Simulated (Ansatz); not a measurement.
H3O4V, SMILES `[O]=[V]([OH])([OH])[OH]`, relaxed with RKS PBE0-D4/def2-TZVP in the Gaussian-basis code of Ansatz from a PBE-D4/def2-SVP geometry. The force threshold is 0.005 eV/Å; the program also tests the step.

Charge 0, multiplicity 1.

Start:

```xyz
8

O    -0.190   -1.520   -0.376
V    -0.002   -0.003    0.001
O     1.231    0.139    1.270
O    -1.542    0.654    0.590
O     0.519    0.900   -1.437
H     1.666   -0.668    1.604
H    -2.325    0.074    0.628
H     0.642    0.424   -2.280
```

(1) By how much does the energy fall, and how many steps does the optimiser take? (Best estimate.)

(2) Which bonds change most? (An estimate is asked.)

(3) Give the relaxed structure. (An estimate is asked.)

## Answers

(1) The calculation gave: 0.03 eV, in 6 steps.

(2) Ansatz gave: O1–V2 from 1.574 to 1.556 Å; O3–H6 from 0.976 to 0.961 Å; O4–H7 from 0.976 to 0.961 Å; O5–H8 from 0.976 to 0.961 Å.

(3) The calculation gave: 
```xyz
8

O    -0.189   -1.515   -0.376
V    -0.002   -0.016   -0.004
O     1.222    0.126    1.258
O    -1.532    0.638    0.582
O     0.515    0.882   -1.432
H     1.665   -0.650    1.614
H    -2.321    0.091    0.635
H     0.642    0.444   -2.278
```
